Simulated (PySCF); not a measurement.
## Electron affinity of In by level of theory

In⁻ [Kr] 4d10 5s2 5p2 (3P) → In [Kr] 4d10 5s2 5p1 (2P), as a difference of total energies. All numbers are calculated (PySCF 2.14, scalar relativity through the core potential, in aug-cc-pV5Z-PP with ECP28MDF (8s8p6d4f3g2h, 139 functions)). Correlated levels: valence: 4s2 4p6 4d10 frozen. The calculations carry no spin-orbit coupling.

```tsv
method	electron affinity (eV)
UHF	0.074
LDA	0.648
PBE	0.548
PBE0	0.496
r2SCAN	0.568
BP86	0.644
revPBE	0.505
r2SCANh	0.557
MP2 (valence)	0.377
SCS-MP2 (valence)	0.289
```

**Question.** How much does correlation contribute at MP2 (valence)?

**Answer.** 0.377 − (0.074) = 0.303 eV, measured against UHF.

The reference lies between the lowest fine-structure levels, while these numbers refer to the centres of the terms.

In the anion the highest occupied orbital energy is positive at LDA, PBE, PBE0, r2SCAN, BP86, revPBE, r2SCANh, a self-interaction effect; the basis confines that electron, and the energy difference can still be sensible.

For comparison: 0.384 eV (measured; photodetachment measurements, as compiled on the Wikipedia data page of electron affinities).
